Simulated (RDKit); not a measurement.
Job for RDKit: UFF on BH5O4 (a complex), monomers drawn apart or pushed together.

```python
from rdkit import Chem
from rdkit.Chem import AllChem, rdDetermineBonds

blocks = [
'''7

O     0.48812662   -0.25235612   -1.40219905
B     0.21299975   -0.13651343   -0.06670223
O     0.60554128    1.00679046    0.59679757
O    -0.44347033   -1.17900370    0.53078990
H     0.94910488    0.52238930   -1.73633446
H     0.36811778    0.99666234    1.53253046
H    -0.60127700   -1.02356726    1.46969997
''',
'''3

O    -0.53688264    0.13974271    3.48965746
H    -1.34060118    0.49638494    3.88378177
H     0.01262006   -0.16475617    4.22031159
''',
]
mol = None
for b in blocks:
    f = Chem.MolFromXYZBlock(b)
    rdDetermineBonds.DetermineBonds(f, charge=0)
    mol = f if mol is None else Chem.CombineMols(mol, f)
Chem.SanitizeMol(mol)
print(Chem.MolToSmiles(Chem.RemoveHs(mol)))
ff = AllChem.UFFGetMoleculeForceField(mol, vdwThresh=100.0, ignoreInterfragInteractions=False)
e = ff.CalcEnergy()
print(f'UFF energy {e:.6f} kcal/mol')
```

Output:

```
O.OB(O)O
UFF energy 51.222854 kcal/mol
```

The run finished.

Cost: very roughly 0.010 core-seconds.
